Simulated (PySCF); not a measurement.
CH₈FNSi₂, SMILES CN([SiH3])[SiH2]F.

Geometry optimised at B3LYP-D3(BJ)/def2-SVP. The structure was generated by enumeration, and PubChem lists no compound with its InChIKey, so it may never have been made. One conformer was computed; it need not be the lowest.

Method: PySCF with TDA-PBE/def2-SVPD.

Vertical excitations. 

```csv
state,energy (eV),λ (nm),f,main pairs
S1,5.60,221,0.000,HOMO→LUMO 98 %
S2,6.29,197,0.031,"HOMO→LUMO+2 84 %, HOMO→LUMO+1 14 %"
S3,6.40,194,0.063,"HOMO→LUMO+1 69 %, HOMO→LUMO+3 15 %, HOMO→LUMO+2 12 %"
S4,6.47,192,0.013,HOMO→LUMO+3 83 %
S5,6.79,183,0.007,HOMO→LUMO+4 93 %
S6,7.06,176,0.045,"HOMO→LUMO+5 74 %, HOMO→LUMO+6 16 %"
S7,7.10,175,0.007,HOMO→LUMO+6 84 %
S8,7.25,171,0.005,HOMO→LUMO+7 89 %
S9,7.33,169,0.003,HOMO−1→LUMO 98 %
S10,7.75,160,0.021,HOMO→LUMO+8 96 %
T1,5.37,231,0,HOMO→LUMO 99 %
T2,5.78,214,0,HOMO→LUMO+1 99 %
T3,6.10,203,0,HOMO→LUMO+2 99 %
T4,6.30,197,0,HOMO→LUMO+3 99 %
```
Triplets are in the Tamm–Dancoff approximation.
